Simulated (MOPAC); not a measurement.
MOPAC input (PM7):

```
PM7 PRECISE GNORM=0.05 LET XYZ CHARGE=1 GEO-OK AUX(PRECISION=9) THREADS=1
BaF

Ba   -0.00000000 1   -0.00000000 1   -0.28999881 1
F     0.00000000 1    0.00000000 1    1.80443702 1
```

Task: What heat of formation does the run end on?

Result: 69.69 kcal/mol.
